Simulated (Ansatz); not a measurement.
C₆H₁₄OSn, SMILES `C[CH2][Sn][O]C(C)(C)C`. The species carries charge 0 and has multiplicity 1. Sn takes the def2 core potential. The geometry is a stationary point of PBE0-D4/def2-TZVP. It is one conformer, not always the lowest.

```xyz
22

C    -1.821    0.922   -2.363
C    -0.451    1.442   -2.768
Sn    1.277    0.543   -1.758
O     0.186    0.137   -0.151
C     0.518   -0.478    1.076
C     0.092    0.477    2.185
C     2.007   -0.777    1.192
C    -0.281   -1.774    1.165
H    -1.965    0.990   -1.283
H    -2.629    1.478   -2.851
H    -1.947   -0.131   -2.631
H    -0.366    2.517   -2.554
H    -0.284    1.345   -3.847
H     0.266    0.042    3.172
H    -0.970    0.710    2.088
H     0.655    1.411    2.114
H     2.234   -1.241    2.155
H     2.333   -1.461    0.403
H     2.596    0.141    1.112
H    -1.346   -1.563    1.053
H    -0.122   -2.273    2.125
H     0.018   -2.457    0.367
```

(1) What is the dipole moment at B3LYP/def2-TZVPP? (An estimate is asked.)

(2) And with PBE, r2SCAN? (Estimate.)

(3) Give the Mulliken charges with B3LYP, r2SCAN, PBE in def2-TZVPP. (An estimate is asked.)

Answers

(1) Ansatz gave: 1.02 D, with components (1.00, -0.20, -0.04) D in this frame, pointing from negative to positive charge.

(2) Computed: PBE 0.82 D, r2SCAN 0.83 D.

(3) Ansatz gave: 
| atom | B3LYP | r2SCAN | PBE |
| --- | --- | --- | --- |
| C1 | -0.24 | -0.12 | -0.24 |
| C2 | -0.43 | -0.35 | -0.41 |
| Sn3 | 0.62 | 0.57 | 0.54 |
| O4 | -0.57 | -0.57 | -0.48 |
| C5 | 0.35 | 0.39 | 0.31 |
| C6 | -0.26 | -0.17 | -0.25 |
| C7 | -0.29 | -0.20 | -0.28 |
| C8 | -0.26 | -0.18 | -0.25 |
| H9 | 0.09 | 0.05 | 0.09 |
| H10 | 0.08 | 0.04 | 0.08 |
| H11 | 0.06 | 0.03 | 0.07 |
| H12 | 0.08 | 0.06 | 0.08 |
| H13 | 0.08 | 0.05 | 0.09 |
| H14 | 0.07 | 0.04 | 0.06 |
| H15 | 0.08 | 0.05 | 0.08 |
| H16 | 0.07 | 0.04 | 0.07 |
| H17 | 0.08 | 0.04 | 0.07 |
| H18 | 0.09 | 0.06 | 0.08 |
| H19 | 0.08 | 0.06 | 0.08 |
| H20 | 0.09 | 0.05 | 0.08 |
| H21 | 0.07 | 0.04 | 0.07 |
| H22 | 0.07 | 0.03 | 0.07 |

B3LYP here is the variant with VWN-RPA as its local correlation; programs differ in this.
